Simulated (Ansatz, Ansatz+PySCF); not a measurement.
```xyz
10

N     0.4135    0.4075    0.9546
C     0.7090    0.8811   -0.2921
C     0.0079    0.1236   -1.2066
C    -0.7354   -0.8406   -0.4730
C    -0.4616   -0.6373    0.8632
H     0.7872    0.7758    1.8173
H     1.3916    1.7163   -0.4335
H     0.0284    0.2506   -2.2873
H    -1.3995   -1.6018   -0.8780
H    -0.8211   -1.1541    1.7503
```

Basis set: def2-SVP (spherical functions). Correlated methods keep 5 orbitals frozen. Charge 0, multiplicity 3.

Computed with Ansatz (development build ahead of 0.2.0); each method stands on the lowest determinant of its kind that the runs found.

(1) Give the atomization energy at this shape (free ground-state atoms in the same class of orbitals less the molecule, no zero-point energy) of triplet C4H5N by UHF-MP2, UHF.

Results:

(1)

```csv
method,atomization energy
UHF-MP2,40.03 eV
UHF,30.33 eV
```

Caution: another spin multiplicity may lie lower; the determinant breaks the point group; the unrestricted determinant is spin contaminated.
